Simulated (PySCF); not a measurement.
Al(H)(NHMe)2 (C2H9AlN2), SMILES C[NH][AlH][NH]C.

Geometry optimised at TPSSh-D3(BJ)/def2-SVP. The structure was generated by enumeration; whether it is a known compound was not checked. One conformer was computed; it need not be the lowest.

These are PySCF with PBE/def2-TZVP values and carry that method's errors.

Gas-phase values at a fixed geometry.

```json
{
 "total_energy": "-433.30065 hartree",
 "point_group": "Cs",
 "highest_occupied_level": "-4.94 eV",
 "lowest_empty_level": "-0.42 eV",
 "orbital_gap": "4.52 eV",
 "dipole_moment": "0.241 e·Å",
 "quadrupole, principal values (traceless, Buckingham form, about the centre of nuclear charge)": "-2.46, -2.27, 4.73 D·Å",
 "mean_static_polarisability": "72.2 bohr³ (10.70 Å³)",
 "polarisability_principal_values": "58.7, 68.9, 89.2 bohr³"
}
```
